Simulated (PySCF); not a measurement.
Isomers of C3H11NSi2, mass 117.043 u with the commonest isotopes. Computed with PBE0-D3(BJ)/def2-SVP geometry optimisation, gas phase in PySCF 2.14.0. One conformer each, none proved a minimum here; rigid rotors.

Problem. Order these by dipole moment, largest first.
A. `[CH2:1]=[CH:2][CH2:3][Si@H:4]([NH2:5])[SiH3:6]` with C1–C2–C3–Si4 -110°, C2–C3–Si4–N5 53°, C3–Si4–N5–H 40° and -171°
B. `[SiH3:1][N:2]([SiH3:3])[CH:4]1[CH2:5][CH2:6]1` with Si1–N2–C4–C5 -131°
C. `[CH2:1]=[CH:2][CH2:3][SiH2:4][SiH2:5][NH2:6]` with C1–C2–C3–Si4 106°, C2–C3–Si4–Si5 171°, C3–Si4–Si5–N6 -58°, Si4–Si5–N6–H -56° and 166°
D. `[CH3:1][C@@H:2]1[CH2:3][SiH2:4][NH:5][SiH2:6]1` with C1–C2–C3–Si4 -164°, C2–C3–Si4–N5 29°, C3–Si4–N5–Si6 -9°, Si4–N5–Si6–C2 -10°

Solution. C (1.70 D), A (1.47 D), B (0.90 D), D (0.08 D).

Problem. Order these by rotational constant B, largest first.
A. `[SiH3:1][N:2]([SiH3:3])[CH:4]1[CH2:5][CH2:6]1` with Si1–N2–C4–C5 -131°
B. `[CH2:1]=[CH:2][CH2:3][Si@H:4]([NH2:5])[SiH3:6]` with C1–C2–C3–Si4 -110°, C2–C3–Si4–N5 53°, C3–Si4–N5–H 40° and -171°
C. `[CH2:1]=[CH:2][CH2:3][SiH2:4][SiH2:5][NH2:6]` with C1–C2–C3–Si4 106°, C2–C3–Si4–Si5 171°, C3–Si4–Si5–N6 -58°, Si4–Si5–N6–H -56° and 166°
D. `[CH3:1][C@@H:2]1[CH2:3][SiH2:4][NH:5][SiH2:6]1` with C1–C2–C3–Si4 -164°, C2–C3–Si4–N5 29°, C3–Si4–N5–Si6 -9°, Si4–N5–Si6–C2 -10°

Solution. A (2049 MHz), D (1981 MHz), B (1277 MHz), C (880.8 MHz).

Problem. Order these by rotational constant A, smallest first.
A. `[CH3:1][C@@H:2]1[CH2:3][SiH2:4][NH:5][SiH2:6]1` with C1–C2–C3–Si4 -164°, C2–C3–Si4–N5 29°, C3–Si4–N5–Si6 -9°, Si4–N5–Si6–C2 -10°
B. `[CH2:1]=[CH:2][CH2:3][SiH2:4][SiH2:5][NH2:6]` with C1–C2–C3–Si4 106°, C2–C3–Si4–Si5 171°, C3–Si4–Si5–N6 -58°, Si4–Si5–N6–H -56° and 166°
C. `[CH2:1]=[CH:2][CH2:3][Si@H:4]([NH2:5])[SiH3:6]` with C1–C2–C3–Si4 -110°, C2–C3–Si4–N5 53°, C3–Si4–N5–H 40° and -171°
D. `[SiH3:1][N:2]([SiH3:3])[CH:4]1[CH2:5][CH2:6]1` with Si1–N2–C4–C5 -131°

Solution. D (2561 MHz), C (3087 MHz), A (3405 MHz), B (5517 MHz).

```tsv
SMILES	point group	Ia (u·Å²)	Ib (u·Å²)	Ic (u·Å²)	κ	μa (D)	μb (D)	μc (D)
C=CC[SiH2][SiH2]N	C1	91.61	573.78	612.59	-0.98	1.17	1.11	0.52
[SiH3]N([SiH3])C1CC1	Cs	197.33	246.59	411.74	0.23	0.88	0.01	0.18
C=CC[Si@H](N)[SiH3]	C1	163.72	395.71	453.44	-0.84	0.55	1.36	0.10
C[C@@H]1C[SiH2]N[SiH2]1	C1	148.42	255.10	376.55	-0.38	0.04	0.03	0.06
```
